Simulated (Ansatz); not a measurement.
C4H15NSi2, SMILES `CC(C)(C)N([SiH3])[SiH3]`, 22 atoms. Total charge 0; spin multiplicity 1. All runs use 3 threads of an AMD EPYC 7R13 on a shared host and a share of an NVIDIA H100 80 GB. Correlated methods freeze the cores. Open-shell runs search over several starts.

Problem. How many basis functions does each run have, and how long does it take in Ansatz? RKS ωB97M-V/def2-TZVPP energy and forces; RKS PBE-D4/def2-TZVPP energy and forces; RKS ωB97M-V/def2-SVP energy; RKS ωB97M-V/def2-QZVPP energy; UKS B3LYP-D4/def2-TZVPP energy of the cation; UKS r2SCAN-D4/def2-TZVPP energy of the cation; UKS ωB97M-V/def2-TZVPP energy of the cation; UHF-MP2/def2-TZVPP energy of the cation; UKS PBE-D4/def2-TZVPP energy of the cation; RHF-MP2/def2-QZVPP energy; RHF-CCSD(T)/def2-TZVPP energy; RKS B97M-V/def2-TZVPP energy. (Best estimate.)

Solution. Computed: Other jobs shared the machine, so times are rough.

| level | job | functions | wall time | peak host memory (GiB) |
| --- | --- | --- | --- | --- |
| RKS ωB97M-V/def2-TZVPP | energy and forces | 449 | 4.8 s | 1.1 |
| UKS B3LYP-D4/def2-TZVPP | energy of the cation | 449 | 5.5 s | 1 |
| RKS ωB97M-V/def2-SVP | energy | 181 | 6 s | 0.94 |
| UHF-MP2/def2-TZVPP | energy of the cation | 449 | 7 s | 0.97 |
| UKS ωB97M-V/def2-TZVPP | energy of the cation | 449 | 7 s | 1.3 |
| RKS ωB97M-V/def2-QZVPP | energy | 875 | 7.5 s | 1.6 |
| UKS PBE-D4/def2-TZVPP | energy of the cation | 449 | 7.5 s | 1 |
| RKS B97M-V/def2-TZVPP | energy | 449 | 8 s | 1.1 |
| RHF-MP2/def2-QZVPP | energy | 875 | 11 s | 9.9 |
| UKS r2SCAN-D4/def2-TZVPP | energy of the cation | 449 | 13 s | 1.1 |
| RKS PBE-D4/def2-TZVPP | energy and forces | 449 | 13 s | 0.95 |
| RHF-CCSD(T)/def2-TZVPP | energy | 449 | 21 s | 2.2 |

B3LYP here is the variant with VWN-RPA as its local correlation; programs differ in this.
